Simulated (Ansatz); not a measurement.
Geometry optimisation, Ansatz, RKS PBE/def2-SVP.

Input file:

```yaml
crystal:
  periodic: [false, false, false]
  atoms:
    - { symbol: C, position_ang: [-0.0815, 1.6295, 1.1147] }
    - { symbol: S, position_ang: [1.3538, 0.6359, 0.9389] }
    - { symbol: B, position_ang: [0.3589, -0.9128, 0.4654] }
    - { symbol: Ge, position_ang: [0.0469, -1.2925, -1.4592] }
    - { symbol: H, position_ang: [-0.6718, 1.7144, 0.1182] }
    - { symbol: H, position_ang: [0.1758, 2.7172, 1.3881] }
    - { symbol: H, position_ang: [-0.7706, 1.2702, 1.8958] }
    - { symbol: H, position_ang: [2.6264, 0.20337, 1.25163] }
    - { symbol: H, position_ang: [-1.5603, -1.3463, -1.6033] }
    - { symbol: H, position_ang: [0.562, -0.1747, -2.3195] }
    - { symbol: H, position_ang: [0.5908, -2.6619, -1.8355] }
basis:
  gaussian: { orbitals: def2-SVP }
hamiltonian:
  xc: pbe
relax:
  f_tol: 0.02
  max_steps: 50
```

Command:

```bash
$ ansatz run input.yaml --threads 2 --pin off --max-ram 3072MiB --backend cpu --events-out ev --progress --plain --runs-dir out
```

Q: Where does it end, and by what steps?

A: The forces met the threshold. After 27 steps the energy has fallen by 3.195 eV; H8 moved furthest, 1.53 Å.

```csv
step,energy less start (eV),largest force component (eV/Å),accepted
0,0.0000,3.515,yes
1,-1.1039,2.245,yes
2,-1.5384,0.973,yes
3,-1.7946,1.191,yes
4,-2.0968,1.075,yes
5,-2.3396,0.575,yes
6,-2.4454,0.224,yes
7,-2.4919,0.433,yes
8,-2.5317,0.519,yes
9,-2.5857,0.497,yes
10,-2.6656,0.489,yes
11,-2.8143,0.512,yes
12,-2.9869,0.407,yes
13,-3.0728,1.015,yes
14,-3.0981,0.787,yes
15,-3.1410,0.710,yes
16,-3.0596,0.724,no
17,-3.1685,0.173,yes
18,-3.1821,0.183,yes
19,-3.1866,0.139,yes
20,-3.1910,0.065,yes
21,-3.1920,0.064,yes
22,-3.1926,0.027,yes
23,-3.1935,0.092,yes
24,-3.1942,0.030,yes
25,-3.1945,0.033,yes
26,-3.1948,0.032,yes
27,-3.1950,0.019,yes
```

```xyz
11
Properties=species:S:1:pos:R:3
C 0.090 2.025 1.024
S 0.938 0.257 1.014
B 1.053 -1.312 0.244
Ge 0.038 -1.527 -1.546
H -0.377 2.132 0.028
H 0.883 2.781 1.184
H -0.668 2.038 1.830
H 1.483 0.328 2.267
H -1.341 -2.173 -1.216
H -0.255 -0.248 -2.395
H 0.787 -2.518 -2.479
```

Time of the run: 53 s on 2 threads of AMD EPYC 7B13 (Zen 3) (shared host), peak memory 0.24 GiB.
